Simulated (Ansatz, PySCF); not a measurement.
C2H7BS2, SMILES CSBSC. Atoms are numbered in the order given.

```xyz
12

B     -0.2655    -0.1574     0.0973
H     -1.2593    -0.6187     0.5984
S     -0.3939     1.1254    -1.1483
C     -2.2087     1.3549    -1.2827
H     -2.6945     0.4273    -1.6131
H     -2.3796     2.1387    -2.0327
H     -2.6320     1.6766    -0.3219
S      1.3532    -0.7483     0.5913
C      0.9357    -2.0148     1.8508
H      0.4001    -1.5613     2.6953
H      1.8839    -2.4368     2.2098
H      0.3281    -2.8160     1.4098
```

Geometry optimised at B3LYP-D3(BJ)/def2-SVP. The structure was generated by enumeration, and PubChem lists no compound with its InChIKey, so it may never have been made. Other conformers were not sampled.

Two levels are set side by side: PBE-D3(BJ)/def2-SVP (Ansatz, a program for electronic structure) and B3LYP-D3(BJ)/def2-SVP (Ansatz). Each level has its own optimised geometry; the coordinates shown are those of the second. Frequencies come from the Hessian of PySCF at each geometry. Differences are taken from unrounded values.

```
quantity                            B3LYP-D3(BJ)  PBE-D3(BJ)  PBE-D3(BJ) minus B3LYP-D3(BJ)
----------------------------------  ------------  ----------  -----------------------------
mean bond length (Å)                       1.368       1.374                          0.006
bond B1–S3 (Å)                             1.793       1.795                          0.003
bond B1–S8 (Å)                             1.793       1.795                          0.003
bond S3–C4 (Å)                             1.834       1.834                          0.000
bond S8–C9 (Å)                             1.834       1.834                          0.000
bond B1–H2 (Å)                             1.205       1.216                          0.011
bond C4–H5 (Å)                             1.098       1.106                          0.008
bond C4–H6 (Å)                             1.098       1.106                          0.008
bond C4–H7 (Å)                             1.098       1.106                          0.008
bond C9–H10 (Å)                            1.098       1.106                          0.008
bond C9–H11 (Å)                            1.098       1.106                          0.008
bond C9–H12 (Å)                            1.098       1.106                          0.008
highest harmonic wavenumber (cm⁻¹)          3163        3106                            -57
mean harmonic wavenumber (cm⁻¹)             1324        1289                            -35
zero-point energy (kcal/mol)               56.77       55.29                          -1.49
```

Exact exchange shortens and stiffens bonds; PBE has none. Differences between two approximate levels are no errors against the true value.
